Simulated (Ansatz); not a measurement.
Breaking the B1–H3 bond in iminoborane (SMILES B=N) (multiplicity 1 held, fragments rigid). Energies count from the point at 1.167 Å.
Geometry at that point (charge 0, multiplicity 1):
```xyz
4

B      0.00000     0.00000    -0.69206
N      0.00000     0.00000     0.54092
H      0.00000     0.00000    -1.85891
H      0.00000     0.00000     1.53277
```

R- and RO- levels are restricted; in cc, def2 and unpolarised 6-31G sets they are followed outwards from rest. Unrestricted levels (U-) break spin symmetry where that is lower. Active spaces are followed from a long bond inwards. Levels need not reach the same state.

Correlated levels freeze the cores.

Codes used: Ansatz (a first-principles code). Each number belongs to the level named beside it.

Energies in kJ/mol.

| R (Å) | U-MP2/cc-pVDZ | R-CCSD/cc-pVDZ | R-CCSD(T)/cc-pVDZ | FIC-MRCISD+Q on CASSCF(2,2)/cc-pVDZ |
|---|---|---|---|---|
| 0.933 | 125 | 127 | 127 | 127 |
| 1.050 | 28 | 29 | 29 | 29 |
| 1.167 | 0 | 0 | 0 | 0 |
| 1.284 | 12 | 11 | 11 | 11 |
| 1.400 | 47 | 44 | 43 | 43 |
| 1.575 | 118 | 112 | 111 | 111 |
| 1.750 | 198 | 186 | 184 | 184 |
| 2.042 | 359 | 297 | 292 | 292 |
| 2.334 | 424 | 380 | 370 | 371 |
| 2.684 | 451 | 440 | 423 | 425 |
| 3.151 | 460 | 475 | 445 | 455 |
| 3.734 | 463 | 488 | 444 | 464 |

Doubts at one or more of the structures used: a spin-contaminated determinant (U-MP2/cc-pVDZ); a restricted determinant that unrestricted orbitals would lower (R-CCSD/cc-pVDZ, R-CCSD(T)/cc-pVDZ); other coupled-cluster roots lie near (R-CCSD/cc-pVDZ, R-CCSD(T)/cc-pVDZ).
